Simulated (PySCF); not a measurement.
## Ionisation energy of Er⁵⁵⁺ by level of theory

Er⁵⁵⁺ [Ne] 3s2 3p1 (2P) → Er⁵⁶⁺ [Ne] 3s2 (1S), as a difference of total energies. Computed with PySCF 2.14 in an even-tempered Gaussian basis (17 s from 13 bohr⁻², ratio 2.5; 12 p from 17 bohr⁻², ratio 2.5; 4 d from 67 bohr⁻², ratio 2.7; 4 f from 100 bohr⁻², ratio 2.7), with scalar relativity by spin-free X2C-1e. Correlated levels: outer shells: 1s2 frozen; virtual orbitals above 40 to 60 times the deepest correlated orbital energy dropped. The calculations carry no spin-orbit coupling.

```json
{"method": "UHF", "ionisation energy (eV)": "5288.9"}
{"method": "MP2 (outer shells)", "ionisation energy (eV)": "5289.5"}
{"method": "SCS-MP2 (outer shells)", "ionisation energy (eV)": "5289.4"}
{"method": "CCSD (outer shells)", "ionisation energy (eV)": "5289.5"}
{"method": "CCSD(T) (outer shells)", "ionisation energy (eV)": "5289.5"}
```

A first-order spin-orbit estimate (lowest level to lowest level, LS coupling) adds 151.9 eV.

Breit and QED terms and the two-electron picture change are absent.

First order in ζ underestimates the shift of j = l − 1/2 levels at high Z.

For comparison: 5455 ± 5 eV (theoretical estimate listed by NIST; NIST Atomic Spectra Database, ionization energies).
